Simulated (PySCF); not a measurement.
Electric field gradients and quadrupole coupling constants

Species: C₅H₅NO.
SMILES with atom numbers: `[CH2:1]=[CH:2][c:3]1[cH:4][n:5][o:6][cH:7]1` (hydrogens: H8, H9 on C1; H10 on C2; H11 on C4; H12 on C7)

Cartesian coordinates in Å at the GFN2-xTB level; atoms count from 1:
```xyz
12
C5H5NO angstrom
C     -2.0037    0.5880   -0.2171
C     -1.1304   -0.2249    0.3629
C      0.2959   -0.1995    0.1283
C      1.0662    0.6439   -0.7231
N      2.3307    0.3498   -0.6552
O      2.4619   -0.6737    0.2188
C      1.2578   -1.0043    0.6873
H     -3.0568    0.5248   -0.0056
H     -1.7005    1.3436   -0.9216
H     -1.4617   -0.9760    1.0676
H      0.7344    1.4346   -1.3640
H      1.2076   -1.8070    1.3958
```

Field gradients from the PBE0/pcSseg-1 density (PySCF, non-relativistic), principal values in atomic units, ordered |Vxx| ≤ |Vyy| ≤ |Vzz|:

| atom | Vxx | Vyy | Vzz |
| --- | --- | --- | --- |
| N5 | 0.0871 | 1.1684 | -1.2555 |
| O6 | -0.7774 | -0.9824 | 1.7599 |

Problem. Find the asymmetry η = (Vxx − Vyy)/Vzz and the couplings χ = eQV/h (234.96 MHz × Q in barn × V in au), with Q(14N) = 0.02044 b, Q(17O) = −0.0256 b.

Solution. 
| atom | environment | nucleus | η | χzz (MHz) | χxx (MHz) | χyy (MHz) |
| --- | --- | --- | --- | --- | --- | --- |
| N5 | pyridine-type nitrogen | 14N | 0.86 | -6.03 | 0.42 | 5.61 |
| O6 | ring oxygen | 17O | 0.12 | -10.59 | 4.68 | 5.91 |

The tensor is traceless: Vxx + Vyy + Vzz = 0.

Problem. What is Vzz at N5 in SI units (1 au = 9.71736 × 10²¹ V/m²)?

Solution. -1.2555 au = -12.200 × 10²¹ V/m².

Problem. And the gradient at the other heavy atoms, for which no coupling is worked out here?

Solution. 
```tsv
atom	environment	Vzz (au)	η
C1	terminal =CH2 carbon	0.295	0.36
C2	alkene CH carbon	0.294	0.67
C3	substituted aromatic carbon	0.176	0.33
C4	aromatic CH next to a ring nitrogen	0.253	0.41
C7	aromatic CH next to a ring oxygen	-0.334	0.29
```

Problem. What couplings would deuterons (Q(2H) = 0.00286 b) have in place of the hydrogens, at this geometry?

Solution. 
```
atom  bonded to  bond length (Å)  Vzz (au)     η  χzz (kHz)
  H8         C1            1.076    0.3383  0.05        227
  H9         C1            1.077    0.3377  0.06        227
 H10         C2            1.082    0.3222  0.07        217
 H11         C4            1.071    0.3438  0.06        231
 H12         C7            1.072    0.3389  0.09        228
```

Isolated species at its GFN2-xTB geometry (one conformer only). GFN2-xTB bond lengths can be off by several hundredths of an ångström, more for odd bonds, and the gradients follow them. With a basis this small, the couplings can be 20 % off.

These values come from a run that also computed NMR shieldings. On one thread of an AMD EPYC 7B13, shared host with 96 logical CPUs at a one-minute load of 22, this took 13 s wall and 0.70 GiB of memory at its peak.
